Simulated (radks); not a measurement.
Values are calculated unless marked as measured or tabulated.
The copper ion Cu2+, 27 electrons, occupied as [Ar] 3d9. Level of theory: scalar-relativistic Kohn-Sham, BP86, spin-unpolarised, spherical densities, finite nucleus; Fermi nuclear charge, rms radius 3.8823 fm (a radial shooting solver on a logarithmic mesh with Libxc functionals).

Local quantities along the radius. ELF = 1/(1 + alpha^2) is the electron localisation function; alpha = (tau - tau_W)/tau_unif compares the Pauli kinetic energy density with that of the uniform gas. tau is taken from the large components.

```
   r/bohr * ELF (the largest magnitude, 1, reaches the edge; | marks zero)
 0.001735 |                                                      *
 0.002277 |                                                      *
 0.002988 |                                                      *
 0.003923 |                                                      *
 0.005149 |                                                      *
 0.006758 |                                                      *
 0.008871 |                                                      *
  0.01164 |                                                      *
  0.01528 |                                                      *
  0.02006 |                                                      *
  0.02633 |                                                     *
  0.03456 |                                                    *
  0.04537 |                                             *
  0.05955 |                           *
  0.07816 |               *
   0.1026 |                    *
   0.1357 |                                    *
   0.1782 |                                            *
   0.2339 |                                      *
    0.307 |               *
   0.4029 |             *
   0.5289 |                                  *
   0.6942 |                                         *
   0.9112 |                                     *
    1.196 |                        *
     1.57 |         *
    2.061 |  *
    2.705 |*
     3.55 *
     4.66 *
```

On this mesh the ELF has minima near r = 0.078, 0.35 bohr, which separate the shells, and maxima near 0.18 (0.81), 0.69 (0.77).
